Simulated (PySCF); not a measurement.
Isomers of C8H16NP.

All values: PBE0/pcSseg-1 (PySCF) at PBE0-D3(BJ)/def2-SVP geometries, gas phase, one conformer each.

Problem. Rank by the highest Hirshfeld charge on any atom, highest value first.
A. `[CH2:1]=[CH:2][P:3]([CH:4]1[CH2:5][CH2:6]1)[N:7]([CH3:8])[CH2:9][CH3:10]` with C1–C2–P3–C4 -121°, C2–P3–C4–C5 156°, C2–P3–N7–C8 161°, P3–N7–C9–C10 155°
B. `[CH2:1]=[CH:2][P:3]([CH:4]=[CH2:5])[NH:6][C:7]([CH3:8])([CH3:9])[CH3:10]` with C1–C2–P3–C4 114°, C2–P3–C4–C5 128°, C2–P3–N6–C7 131°
C. `[CH:1]#[C:2][P:3]([N:4]([CH3:5])[CH3:6])[C:7]([CH3:8])([CH3:9])[CH3:10]` with C2–P3–N4–C5 -27°
D. `CN=P12CCC(CC1)CC2`

Solution. D (+0.394 e), C (+0.221 e), B (+0.207 e), A (+0.190 e).

Problem. Rank by the highest IAO charge on any atom, lowest value first.
A. `[CH2:1]=[CH:2][P:3]([C:4](=[CH2:5])[CH3:6])[N:7]([CH3:8])[CH2:9][CH3:10]` with C1–C2–P3–C4 -120°, C2–P3–C4–C5 127°, C2–P3–N7–C8 168°, P3–N7–C9–C10 -68°
B. `[CH2:1]=[CH:2][P:3]([CH:4]1[CH2:5][CH2:6]1)[N:7]([CH3:8])[CH2:9][CH3:10]` with C1–C2–P3–C4 -121°, C2–P3–C4–C5 156°, C2–P3–N7–C8 161°, P3–N7–C9–C10 155°
C. `[CH:1]#[C:2][P:3]([N:4]([CH3:5])[CH3:6])[C:7]([CH3:8])([CH3:9])[CH3:10]` with C2–P3–N4–C5 -27°
D. `[CH3:1][N:2]=[P@:3]12[CH2:4][CH2:5][CH2:6][C@H:7]1[CH2:8][CH2:9][CH2:10]2` with N2–P3–C4–C5 -110°, P3–C4–C5–C6 -43°, C4–C5–C6–C7 48°, C5–C6–C7–C8 -143°
E. `CN=P12CCC(CC1)CC2`

Solution. A (+0.596 e), B (+0.613 e), C (+0.658 e), D (+1.297 e), E (+1.353 e).

Problem. Rank by LUMO energy, highest first.
A. `[CH3:1][N:2]=[P@:3]12[CH2:4][CH2:5][CH2:6][C@H:7]1[CH2:8][CH2:9][CH2:10]2` with N2–P3–C4–C5 -110°, P3–C4–C5–C6 -43°, C4–C5–C6–C7 48°, C5–C6–C7–C8 -143°
B. `C12CCP(CC2)(CC1)=NC`
C. `[CH:1]#[C:2][P:3]([N:4]([CH3:5])[CH3:6])[C:7]([CH3:8])([CH3:9])[CH3:10]` with C2–P3–N4–C5 -27°
D. `[CH2:1]=[CH:2][P:3]([C:4](=[CH2:5])[CH3:6])[N:7]([CH3:8])[CH2:9][CH3:10]` with C1–C2–P3–C4 -120°, C2–P3–C4–C5 127°, C2–P3–N7–C8 168°, P3–N7–C9–C10 -68°
E. `[CH2:1]=[CH:2][P:3]([CH:4]1[CH2:5][CH2:6]1)[N:7]([CH3:8])[CH2:9][CH3:10]` with C1–C2–P3–C4 -121°, C2–P3–C4–C5 156°, C2–P3–N7–C8 161°, P3–N7–C9–C10 155°

Solution. A (1.01 eV), B (0.75 eV), C (0.04 eV), E (-0.31 eV), D (-0.63 eV).

All values together:

| SMILES | μ (D) | HOMO (eV) | LUMO (eV) | lowest IAO charge (e) | highest IAO charge (e) | lowest Hirshfeld charge (e) | highest Hirshfeld charge (e) |
| --- | --- | --- | --- | --- | --- | --- | --- |
| CN=[P@]12CCC[C@H]1CCC2 | 3.43 | -5.52 | 1.01 | -0.809 (N) | +1.297 (P) | -0.336 (N) | +0.397 (P) |
| C=CP(C=C)NC(C)(C)C | 1.20 | -6.29 | -0.38 | -0.616 (N) | +0.662 (P) | -0.183 (N) | +0.207 (P) |
| C=CP(C(=C)C)N(C)CC | 0.89 | -5.55 | -0.63 | -0.459 (N) | +0.596 (P) | -0.135 (N) | +0.189 (P) |
| CN=P12CCC(CC1)CC2 | 3.72 | -5.50 | 0.75 | -0.824 (N) | +1.353 (P) | -0.340 (N) | +0.394 (P) |
| C=CP(C1CC1)N(C)CC | 0.74 | -5.59 | -0.31 | -0.459 (N) | +0.613 (P) | -0.139 (N) | +0.190 (P) |
| C#CP(N(C)C)C(C)(C)C | 1.30 | -6.08 | 0.04 | -0.435 (N) | +0.658 (P) | -0.123 (C) | +0.221 (P) |

Conformers: `[CH3:1][N:2]=[P@:3]12[CH2:4][CH2:5][CH2:6][C@H:7]1[CH2:8][CH2:9][CH2:10]2` with N2–P3–C4–C5 -110°, P3–C4–C5–C6 -43°, C4–C5–C6–C7 48°, C5–C6–C7–C8 -143°; `[CH2:1]=[CH:2][P:3]([CH:4]=[CH2:5])[NH:6][C:7]([CH3:8])([CH3:9])[CH3:10]` with C1–C2–P3–C4 114°, C2–P3–C4–C5 128°, C2–P3–N6–C7 131°; `[CH2:1]=[CH:2][P:3]([C:4](=[CH2:5])[CH3:6])[N:7]([CH3:8])[CH2:9][CH3:10]` with C1–C2–P3–C4 -120°, C2–P3–C4–C5 127°, C2–P3–N7–C8 168°, P3–N7–C9–C10 -68°; `[CH2:1]=[CH:2][P:3]([CH:4]1[CH2:5][CH2:6]1)[N:7]([CH3:8])[CH2:9][CH3:10]` with C1–C2–P3–C4 -121°, C2–P3–C4–C5 156°, C2–P3–N7–C8 161°, P3–N7–C9–C10 155°; `[CH:1]#[C:2][P:3]([N:4]([CH3:5])[CH3:6])[C:7]([CH3:8])([CH3:9])[CH3:10]` with C2–P3–N4–C5 -27°.
